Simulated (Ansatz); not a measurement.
Gas-phase electronic energies from Ansatz, PBE0-D4/def2-TZVP geometries. CBS: MP2 limit from def2 TZ/QZ plus the TZ coupled-cluster correction, frozen cores. DFT in def2-TZVPP. B3LYP here is the variant with VWN-RPA as its local correlation; programs differ in this. For Br, Ga outer-core shells are correlated without core-valence functions, which leaves a few kJ/mol of doubt a bond. Scalar relativity is left out up to krypton. One conformer a species, not always the lowest.

`OBC(F)[SiH3]` + `[OH][GaH][Br]` → `[SiH3][O][GaH][Br]` + `OBCF`  (ligand exchange at the Si–C bond)

Problem. Is it downhill or uphill in electronic energy at CCSD(T)/CBS, and by how much? (An estimate is asked.)

Solution. Computed: Downhill: ΔE = -108.6 kJ/mol.

Problem. What do these levels give: PBE0-D4, B3LYP-D4, ωB97X-V, ωB97M-V, SCS-MP2/def2-QZVPP, HF/CBS(def2)? (Best estimate.)

Solution. Computed: PBE0-D4 -98.6, B3LYP-D4 -108.5, ωB97X-V -106.1, ωB97M-V -104.5, SCS-MP2/def2-QZVPP -117.0, HF/CBS(def2) -138.0 kJ/mol.

Largest T1 diagnostic among the species: 0.013.

In def2-TZVPP, CCSD(T) changes the Hartree–Fock value by +26.1 kJ/mol (the triples alone add +4.0 kJ/mol) and MP2 by +23.4 kJ/mol. From PBE to PBE0 (25 % exact exchange), in def2-TZVPP and without D4, ΔE moves by −9.8 kJ/mol.
